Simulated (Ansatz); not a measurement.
This geometry of FGeH3 + H4OSi (11 atoms, charge 0, multiplicity 1) is a first-order saddle point.

These are results of RKS PBE/def2-SVP in Ansatz, not measurements.

```xyz
11
Properties=species:S:1:pos:R:3
Ge -0.078 0.240 -0.212
F -0.169 0.307 1.821
H 1.049 -0.817 -0.077
H 0.326 1.733 -0.229
H -0.748 -0.047 -1.609
O -1.962 -0.163 0.589
Si -3.246 -1.204 0.192
H -2.909 -2.628 0.536
H -4.458 -0.771 0.963
H -3.477 -1.068 -1.283
H -1.377 -0.015 1.509
```

Question: Which two structures does it join? (They come from a converged band through this point; their orientation in space is the band's.)

Answer: Bonds broken: Ge1–F2, O6–H11. Bonds formed: Ge1–O6, F2–H11. FGeH3 + H4OSi becomes FH + GeH6OSi.

Initial state:

```xyz
11
Properties=species:S:1:pos:R:3
Ge 0.635 0.110 -0.092
F -0.131 -0.170 1.505
H 2.148 -0.044 0.195
H 0.251 1.544 -0.514
H 0.096 -0.993 -1.031
O -2.549 0.237 0.441
Si -3.646 -1.015 0.213
H -2.983 -2.289 -0.258
H -4.417 -1.341 1.471
H -4.606 -0.548 -0.843
H -1.847 0.077 1.113
```

Final state:

```xyz
11
Properties=species:S:1:pos:R:3
Ge -0.182 -0.080 -0.433
F -0.545 0.877 2.378
H 1.006 -0.692 0.334
H -0.098 1.452 -0.596
H -0.407 -0.785 -1.800
O -1.690 -0.445 0.552
Si -3.158 -1.128 0.064
H -2.950 -2.534 -0.430
H -4.051 -1.134 1.269
H -3.787 -0.315 -1.037
H -1.186 0.351 1.897
```

Question: How far does it lie above each of them?

Answer: 0.85 eV above the first and 0.64 eV above the second. This is the barrier of this one path; another mechanism may lie lower. The orbitals stay closed-shell, which can raise the energy where a bond breaks towards radicals; this wasn't checked here.

Run time: 6.7 min on 2 threads of Arm Neoverse V1 (shared host), peak memory 0.16 GiB.
